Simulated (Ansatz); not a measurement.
`[CH3][In]([F])[O][SiH3]` and `[CH3][In]([F])[I]` differ in one atom or group.

Ansatz, PBE0-D4/def2-TZVP geometries, multiplicity 1. Each molecule was computed in one conformer, which needn't be the lowest.

Elements past krypton have def2 core potentials.

```tsv
property	`[CH3][In]([F])[O][SiH3]`
size of the dipole moment (B3LYP/def2-TZVPP) / D	4.09
LUMO energy (B3LYP/def2-TZVPP) / eV	-1.90
HOMO–LUMO gap (PBE0/def2-TZVPP) / eV	6.78
HOMO–LUMO gap (B3LYP/def2-TZVPP) / eV	6.23
HOMO–LUMO gap (PBE/def2-TZVPP) / eV	4.47
size of the dipole moment (PBE/def2-TZVPP) / D	3.92
```

Task: What does the change do to each property? (Estimate.)

Result: Ansatz gave: 
```
                                        property  `[CH3][In]([F])[I]`  shift
size of the dipole moment (B3LYP/def2-TZVPP) / D                 3.59  -0.50
             LUMO energy (B3LYP/def2-TZVPP) / eV                -2.09  -0.19
            HOMO–LUMO gap (PBE0/def2-TZVPP) / eV                 5.93  -0.85
           HOMO–LUMO gap (B3LYP/def2-TZVPP) / eV                 5.37  -0.86
             HOMO–LUMO gap (PBE/def2-TZVPP) / eV                 3.95  -0.52
  size of the dipole moment (PBE/def2-TZVPP) / D                 3.46  -0.46
```

With PBE0 the HOMO rises by 0.63 eV and the LUMO falls by 0.22 eV, so the gap narrows by about 0.85 eV. PBE moves the HOMO by 0.38 eV and ωB97M-V by 0.79 eV. Dipoles are sizes alone; their direction can turn.

B3LYP here is the variant with VWN-RPA as its local correlation; programs differ in this.

Spin–orbit coupling is left out; it splits and shifts lone-pair levels of the heavy atoms by tenths of an eV.
